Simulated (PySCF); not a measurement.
CH4BClOS, SMILES COB(S)Cl.

The structure is a stationary point at PBE-D3(BJ)/def2-SVP. The structure was generated by enumeration, and PubChem lists no compound with its InChIKey, so it may never have been made. The values are those of a single conformer.

Two levels are set side by side: TDA-PBE/def2-SVPD (PySCF) and TDA-PBE0/def2-SVPD (PySCF). Vertical, same geometry. The lowest singlet is HOMO→LUMO+1 99 % with PBE and HOMO→LUMO+1 75 %, HOMO→LUMO+2 23 % with the other functional; states are paired by order. Differences are taken from unrounded values.

```csv
quantity,TDA-PBE0,TDA-PBE,TDA-PBE minus TDA-PBE0
lowest singlet excitation (eV),6.47,6.08,-0.39
lowest triplet excitation (TDA) (eV),5.70,5.28,-0.42
first bright state (f over 0.05) (eV),6.85,6.38,-0.46
its oscillator strength,0.15,0.13,-0.01
```

A lower first singlet is the usual sign of a functional without exact exchange. Differences between two approximate levels are no errors against the true value.

Rough cost on one machine, each run with all the roots and properties that it gave: TDA-PBE0 against TDA-PBE about 2 times.
